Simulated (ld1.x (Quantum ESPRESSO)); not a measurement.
Logarithmic derivatives: Zn, PAW

- Element: Zn (Z = 30)
- Generator: ld1.x (Quantum ESPRESSO) 7.5
- Type: PAW
- Functional: PBEsol
- Relativity: scalar-relativistic
- Frozen core: [Ne]
- Valence charge: 20
- Reference configuration: 3s2 3p6 3d10 4s2 4p0
- Partial waves: 3s (bound): rcut 0.90, rcutus 1.15 bohr; 4s (bound): rcut 0.90, rcutus 1.15 bohr; 3p (bound): rcut 1.30, rcutus 1.45 bohr; 4p (bound, empty): rcut 1.30, rcutus 1.45 bohr; 3d (bound): rcut 0.70, rcutus 0.75 bohr; 3d channel at 1.6 Ry: rcut 0.70, rcutus 0.75 bohr
- Local potential: all-electron potential smoothed inside 1.30 bohr (lloc = -1)
- Core correction: Bessel-smoothed model core, default radius (core density twice the valence density)
- Augmentation charge: BESSEL, radius 0.80 bohr

The phase is arctan(r·u′/u) with u = r·R(r), unwrapped; energies in Ry, scanned from -11 to 5 Ry. A pole is an energy at which the radial function vanishes at the test radius. The pseudo phase is shifted by a multiple of π to meet the all-electron one at the reference energy, and phase errors are pseudo minus all-electron; the curves can meet again beyond the range given. Levels narrower than the energy grid can be missing from the lists of poles.

| channel | radius (bohr) | reference energy (Ry) | poles, all-electron | poles, pseudo | unbroken range about the reference energy with phases within 0.05 rad | phase error 1 Ry above the reference energy (rad) |
| --- | --- | --- | --- | --- | --- | --- |
| s | 1.60 | -0.44 | -9.32 | -9.32 | the whole range | -0.002 |
| p | 1.60 | -0.08 | -5.87 | -5.87 | below 2.3 | -0.003 |
| d | 1.60 | -0.75 | -0.10 | -0.10 | the whole range | +0.000 |

Phases in the d channel:

```
E (Ry)  all-electron  pseudo
-11.00         1.385   1.385
-10.52         1.381   1.381
-10.04         1.377   1.377
 -9.56         1.372   1.372
 -9.08         1.367   1.367
 -8.60         1.361   1.361
 -8.12         1.355   1.355
 -7.64         1.349   1.349
 -7.16         1.341   1.341
 -6.68         1.333   1.333
 -6.20         1.324   1.324
 -5.72         1.314   1.314
 -5.24         1.302   1.302
 -4.76         1.287   1.287
 -4.28         1.270   1.270
 -3.80         1.248   1.248
 -3.32         1.220   1.220
 -2.84         1.181   1.181
 -2.36         1.119   1.119
 -1.88         1.002   1.002
 -1.40         0.687   0.687
 -0.92        -0.546  -0.546
 -0.44        -1.394  -1.394
  0.04        -1.616  -1.616
  0.52        -1.720  -1.720
  1.00        -1.789  -1.789
  1.48        -1.846  -1.846
  1.96        -1.903  -1.903
  2.44        -1.965  -1.965
  2.92        -2.039  -2.039
  3.40        -2.136  -2.136
  3.88        -2.270  -2.270
  4.36        -2.468  -2.469
  4.84        -2.766  -2.766
```
